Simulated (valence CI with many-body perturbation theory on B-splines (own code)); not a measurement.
Level structure of Ti16+

Computed by configuration interaction combined with many-body perturbation theory (CI+MBPT): four valence electrons over a frozen Dirac-Fock core [He], radial functions for each j: 11 s, 11 p, 9 d, 7 f, 5 g, 2 h, 1 i, with the one-electron correlation potential Σ1, the two-electron term Σ2, the three-electron term Σ3, Breit, model QED; selected CI, second order for the rest (own B-spline code, finite nucleus).

No measured spectrum was set against this ion. As an estimate, levels of excited configurations hold to 0.05 to 0.15 % of their energy, terms of the ground configuration to about 0.5 %.

Levels 1 to 45 of 99, with energies above the lowest level, 2s2 2p2 3P_0. "Leading %" is the weight of the configuration and term that name the level; weights of strongly mixed levels are sums over their largest components and can fall short. In the jj column 3d3/2^4 stands for four electrons in 3d with j = 3/2. Lifetimes count E1, E2, E3, M1 and M2 decay at the calculated energies, and are blank where another channel may lead or the interval is too uncertain; long ones can be off by a factor of two.

| No. | Configuration | Term | J | E (eV) | Leading % | Second component | Leading jj | Lifetime |
| --- | --- | --- | --- | --- | --- | --- | --- | --- |
| 1 | 2s2 2p2 | 3P | 0 | 0.00 | 94 | 5 % 2s2 2p2 1S | 2s^2 2p1/2^2 (84 %) |  |
| 2 | 2s2 2p2 | 3P | 1 | 3.68 | 99 |  | 2s^2 2p1/2 2p3/2 (99 %) | 2.23 ms |
| 3 | 2s2 2p2 | 3P | 2 | 6.91 | 89 | 10 % 2s2 2p2 1D | 2s^2 2p1/2 2p3/2 (64 %) | 4.63 ms |
| 4 | 2s2 2p2 | 1D | 2 | 17.45 | 89 | 10 % 2s2 2p2 3P | 2s^2 2p3/2^2 (64 %) | 241 μs |
| 5 | 2s2 2p2 | 1S | 0 | 30.05 | 91 | 5 % 2s2 2p2 3P | 2s^2 2p3/2^2 (82 %) | 40.2 μs |
| 6 | 2s 2p3 | 5S° | 2 | 41.37 | 99 |  | 2s 2p1/2 2p3/2^2 (54 %) | 73.6 ns |
| 7 | 2s 2p3 | 3D° | 2 | 71.79 | 91 | 9 % 2s 2p3 3P° | 2s 2p1/2 2p3/2^2 (63 %) | 163 ps |
| 8 | 2s 2p3 | 3D° | 1 | 71.94 | 93 | 6 % 2s 2p3 3P° | 2s 2p1/2^2 2p3/2 (45 %) | 141 ps |
| 9 | 2s 2p3 | 3D° | 3 | 72.76 | 100 |  | 2s 2p1/2 2p3/2^2 (100 %) | 197 ps |
| 10 | 2s 2p3 | 3P° | 0 | 84.15 | 100 |  | 2s 2p1/2 2p3/2^2 (100 %) | 68.1 ps |
| 11 | 2s 2p3 | 3P° | 1 | 84.46 | 93 | 6 % 2s 2p3 3D° | 2s 2p1/2 2p3/2^2 (70 %) | 67.8 ps |
| 12 | 2s 2p3 | 3P° | 2 | 85.18 | 88 | 9 % 2s 2p3 3D° | 2s 2p3/2^3 (60 %) | 74.4 ps |
| 13 | 2s 2p3 | 3S° | 1 | 104.00 | 90 | 8 % 2s 2p3 1P° | 2s 2p1/2 2p3/2^2 (60 %) | 13.6 ps |
| 14 | 2s 2p3 | 1D° | 2 | 104.84 | 97 |  | 2s 2p1/2 2p3/2^2 (74 %) | 25.7 ps |
| 15 | 2s 2p3 | 1P° | 1 | 117.04 | 90 | 8 % 2s 2p3 3S° | 2s 2p3/2^3 (56 %) | 16.1 ps |
| 16 | 2p4 | 3P | 2 | 157.68 | 93 | 5 % 2p4 1D | 2p1/2^2 2p3/2^2 (85 %) | 22.4 ps |
| 17 | 2p4 | 3P | 1 | 162.87 | 99 |  | 2p1/2 2p3/2^3 (99 %) | 20.6 ps |
| 18 | 2p4 | 3P | 0 | 163.66 | 94 | 4 % 2p4 1S | 2p1/2^2 2p3/2^2 (54 %) | 20.4 ps |
| 19 | 2p4 | 1D | 2 | 171.19 | 93 | 5 % 2p4 3P | 2p1/2 2p3/2^3 (85 %) | 34.0 ps |
| 20 | 2p4 | 1S | 0 | 193.11 | 91 | 5 % 2p4 3P | 2p3/2^4 (53 %) | 17.2 ps |
| 21 | 2s2 2p 3s | 3P° | 0 | 638.25 | 96 |  | 2s^2 2p1/2 3s (96 %) | 993 fs |
| 22 | 2s2 2p 3s | 3P° | 1 | 639.04 | 79 | 17 % 2s2 2p 3s 1P° | 2s^2 2p1/2 3s (93 %) | 874 fs |
| 23 | 2s2 2p 3s | 3P° | 2 | 645.14 | 96 |  | 2s^2 2p3/2 3s (96 %) | 954 fs |
| 24 | 2s2 2p 3s | 1P° | 1 | 647.60 | 79 | 17 % 2s2 2p 3s 3P° | 2s^2 2p3/2 3s (93 %) | 620 fs |
| 25 | 2s2 2p 3p | 3D | 1 | 656.02 | 59 | 34 % 2s2 2p 3p 1P | 2s^2 2p1/2 3p1/2 (94 %) | 41.0 ps |
| 26 | 2s2 2p 3p | 1P | 1 | 659.95 | 31 | 28 % 2s2 2p 3p 3D | 2s^2 2p1/2 3p3/2 (76 %) | 17.5 ps |
| 27 | 2s2 2p 3p | 3D | 2 | 660.11 | 87 | 5 % 2s2 2p 3p 3P | 2s^2 2p1/2 3p3/2 (75 %) | 31.7 ps |
| 28 | 2s2 2p 3p | 3P | 0 | 662.61 | 84 | 7 % 2s 2p2 3s 3P | 2s^2 2p1/2 3p1/2 (78 %) | 6.60 ps |
| 29 | 2s2 2p 3p | 3P | 1 | 665.07 | 33 | 30 % 2s2 2p 3p 1P | 2s^2 2p3/2 3p3/2 (60 %) | 11.1 ps |
| 30 | 2s2 2p 3p | 3D | 3 | 665.23 | 96 |  | 2s^2 2p3/2 3p3/2 (96 %) | 37.3 ps |
| 31 | 2s2 2p 3p | 3S | 1 | 667.02 | 51 | 40 % 2s2 2p 3p 3P | 2s^2 2p3/2 3p1/2 (66 %) | 8.87 ps |
| 32 | 2s2 2p 3p | 3P | 2 | 667.72 | 75 | 8 % 2s2 2p 3p 3D | 2s^2 2p3/2 3p1/2 (50 %) | 7.24 ps |
| 33 | 2s2 2p 3p | 1D | 2 | 673.22 | 85 | 9 % 2s2 2p 3p 3P | 2s^2 2p3/2 3p3/2 (60 %) | 16.5 ps |
| 34 | 2s 2p2 3s | 5P | 1 | 677.57 | 97 |  | 2s 2p1/2^2 3s (48 %) | 1.31 ps |
| 35 | 2s2 2p 3d | 3F° | 2 | 678.58 | 73 | 22 % 2s2 2p 3d 1D° | 2s^2 2p1/2 3d3/2 (96 %) | 922 fs |
| 36 | 2s2 2p 3p | 1S | 0 | 679.76 | 90 |  | 2s^2 2p3/2 3p3/2 (77 %) | 6.11 ps |
| 37 | 2s 2p2 3s | 5P | 2 | 680.28 | 98 |  | 2s 2p1/2 2p3/2 3s (88 %) | 1.27 ps |
| 38 | 2s2 2p 3d | 3F° | 3 | 681.25 | 83 | 10 % 2s2 2p 3d 3D° | 2s^2 2p1/2 3d5/2 (76 %) | 579 fs |
| 39 | 2s2 2p 3d | 1D° | 2 | 682.12 | 42 | 23 % 2s2 2p 3d 3P° | 2s^2 2p1/2 3d5/2 (80 %) | 181 fs |
| 40 | 2s 2p2 3s | 5P | 3 | 683.39 | 98 |  | 2s 2p3/2^2 3s (54 %) | 1.21 ps |
| 41 | 2s2 2p 3d | 3D° | 1 | 684.29 | 71 | 16 % 2s2 2p 3d 3P° | 2s^2 2p1/2 3d3/2 (88 %) | 96.7 fs |
| 42 | 2s2 2p 3d | 3F° | 4 | 685.80 | 97 |  | 2s^2 2p3/2 3d5/2 (96 %) | 911 ps |
| 43 | 2s2 2p 3d | 3D° | 2 | 687.03 | 35 | 31 % 2s2 2p 3d 1D° | 2s^2 2p3/2 3d3/2 (50 %) | 150 fs |
| 44 | 2s 2p2 3s | 3P | 0 | 687.58 | 87 | 9 % 2s2 2p 3p 3P | 2s 2p1/2^2 3s (49 %) | 820 fs |
| 45 | 2s2 2p 3d | 3D° | 3 | 689.06 | 82 | 12 % 2s2 2p 3d 3F° | 2s^2 2p3/2 3d5/2 (54 %) | 100 fs |

Names give the largest LS component (configuration and term), which can be under half, so a name can repeat, a term be missing and a line seem to break the LS rules; names also repeat where a configuration has a term twice.

The ionisation energy to 2s2 2p 2P°_1/2 of the next ion comes out as 1131.3 eV (NIST: 1130.2 ± 0.5 eV (semi-empirical)). All 99 levels together are meant to be complete up to 732.37 eV.
